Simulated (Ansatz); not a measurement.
Reaction (ligand exchange at the Al–C bond): `C=[CH][Al]([CH3])[CH3]` + `OB(O)O` → `[CH3][Al]([CH3])[O]B(O)O` + `C=C`

Program: Ansatz. Geometries: PBE0-D4/def2-TZVP. ΔE: electronic, gas phase. CCSD(T)/CBS adds triple-zeta CCSD(T) − MP2 to the extrapolated MP2 energy (def2 sets, frozen cores). This one scheme is used for every species. Functionals use def2-TZVPP. B3LYP here is the variant with VWN-RPA as its local correlation; programs differ in this. One conformer a species, not always the lowest.

| level | ΔE (kJ/mol) | difference from CCSD(T)/CBS |
| --- | --- | --- |
| PBE-D4 | -134.0 | 10.5 |
| r2SCAN-D4 | -144.5 | 0.0 |
| PBE0-D4 | -136.6 | 7.9 |
| B3LYP-D4 | -146.7 | -2.2 |
| ωB97X-V | -143.7 | 0.8 |
| ωB97M-V | -143.2 | 1.3 |
| B2PLYP | -147.5 | -3.0 |
| PBE | -134.1 | 10.4 |
| r2SCAN | -144.3 | 0.2 |
| PBE0 | -136.6 | 7.9 |
| B3LYP | -147.0 | -2.5 |
| HF/def2-TZVPP | -154.8 | -10.3 |
| MP2/def2-TZVPP | -144.4 | 0.1 |
| SCS-MP2/def2-TZVPP | -146.9 | -2.4 |
| CCSD/def2-TZVPP | -146.3 | -1.8 |
| CCSD(T)/def2-TZVPP | -144.2 | 0.3 |
| HF/def2-QZVPP | -155.9 | -11.4 |
| MP2/def2-QZVPP | -145.0 | -0.5 |
| SCS-MP2/def2-QZVPP | -147.4 | -2.9 |
| HF/CBS(def2) | -156.0 | -11.5 |
| MP2/CBS(def2) | -144.8 | -0.3 |
| CCSD/CBS(def2) | -146.7 | -2.2 |
| CCSD(T)/CBS | -144.5 | 0 |

Largest T1 diagnostic among the species: 0.012.

In def2-TZVPP, CCSD(T) changes the Hartree–Fock value by +10.6 kJ/mol (the triples alone add +2.1 kJ/mol) and MP2 by +10.4 kJ/mol.
